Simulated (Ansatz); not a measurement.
Geometry optimisation, RKS PBE0/def2-SVP in Ansatz.

Input:

```yaml
crystal:
  periodic: [false, false, false]
  atoms:
    - { symbol: Sn, position_ang: [0.49896, -0.205016, -0.430629] }
    - { symbol: O, position_ang: [-0.679357, -0.318721, 2.487453] }
    - { symbol: H, position_ang: [-1.18982, -1.135617, 2.552003] }
    - { symbol: Cl, position_ang: [1.864542, -0.386127, -2.294041] }
    - { symbol: Cl, position_ang: [-0.137601, 1.998053, -0.191467] }
    - { symbol: Cl, position_ang: [-1.256679, -1.695576, -0.682341] }
    - { symbol: F, position_ang: [1.614038, -0.771655, 0.99873] }
    - { symbol: H, position_ang: [0.251117, -0.60994, 2.615292] }
basis:
  gaussian: { orbitals: def2-SVP }
hamiltonian:
  xc: pbe0
relax:
  f_tol: 0.03
  max_steps: 50
output:
  orbitals: {}
```

Command:

```bash
$ ansatz run input.yaml --threads 4 --pin off --max-ram 5120MiB --backend cpu --events-out ev --progress --plain --runs-dir out
```

Question: Where does it end, and by what steps?

Answer: The forces met the threshold. After 7 steps the energy has fallen by 0.307 eV; H3 moved furthest, 0.49 Å. Joined: Sn1–O2.

```json
{"step": "0", "energy less start (eV)": "0.0000", "largest force component (eV/Å)": "0.839", "accepted": "yes"}
{"step": "1", "energy less start (eV)": "-0.0780", "largest force component (eV/Å)": "1.063", "accepted": "yes"}
{"step": "2", "energy less start (eV)": "-0.2144", "largest force component (eV/Å)": "1.221", "accepted": "yes"}
{"step": "3", "energy less start (eV)": "-0.2733", "largest force component (eV/Å)": "0.899", "accepted": "yes"}
{"step": "4", "energy less start (eV)": "-0.2976", "largest force component (eV/Å)": "0.495", "accepted": "yes"}
{"step": "5", "energy less start (eV)": "-0.3032", "largest force component (eV/Å)": "0.372", "accepted": "yes"}
{"step": "6", "energy less start (eV)": "-0.3060", "largest force component (eV/Å)": "0.195", "accepted": "yes"}
{"step": "7", "energy less start (eV)": "-0.3067", "largest force component (eV/Å)": "0.011", "accepted": "yes"}
```

```xyz
8
Properties=species:S:1:pos:R:3
Sn 0.417 -0.219 -0.123
O -0.512 -0.299 2.067
H -1.177 -1.002 2.082
Cl 1.645 -0.400 -2.099
Cl -0.177 2.020 -0.055
Cl -1.295 -1.784 -0.469
F 1.802 -0.795 1.116
H 0.264 -0.646 2.536
```

Whether the end is a true minimum wasn't checked by a vibrational analysis.

Run time: 10 s on 4 threads of AMD EPYC 9R45 (Zen 5) (shared host), peak memory 0.35 GiB.
